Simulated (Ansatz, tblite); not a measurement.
Removing and adding an electron: the cluster Al4Sb4 (the lowest singlet isomer of a short search). Total charge 0; singlet. Geometry: r2SCAN-D4/def2-SVP. Ansatz, gas phase; energy differences of separate SCF runs; the oxidised species was run as a doublet alone; the reduced species was run as a doublet alone.

```xyz
8

Al    0.111   -2.063    1.159
Al   -2.324    1.646   -0.946
Al    2.253   -0.607    1.140
Al    0.030   -0.169   -1.074
Sb   -2.170   -0.611    0.671
Sb    1.906   -1.919   -1.167
Sb   -0.003    1.255    1.438
Sb    0.199    2.467   -1.222
```

In the def2 sets Sb takes a core potential; there is no spin–orbit coupling. The xTB rows come from tblite. The structure comes from a short search, and lower isomers may exist.

| level | −HOMO (eV) | vertical IE (eV) | −LUMO (eV) | vertical EA (eV) | HOMO–LUMO gap (eV) | IE − EA (eV) | remarks |
| --- | --- | --- | --- | --- | --- | --- | --- |
| GFN1-xTB | 7.77 | 9.94 | 7.52 | 5.47 | 0.24 | 4.47 | – |
| GFN2-xTB | 7.89 | 9.83 | 7.54 | – | 0.35 | – | – |
| PBE-D4/def2-SVP | 4.66 | 6.48 | 3.97 | 2.22 | 0.68 | 4.26 | – |
| PBE0-D4/def2-SVP | 5.28 | – | 3.59 | 2.40 | 1.69 | – | restricted SCF unstable in HF (singlet) |

Run but left out: PBE0-D4/def2-SVP (charge +1 doublet: ⟨S²⟩ 1.10, where a pure state has 0.75).   Raw xTB energy differences between charge states are shifted by several eV; the methods need an empirical correction for them. Sets without diffuse functions give affinities that are too small.
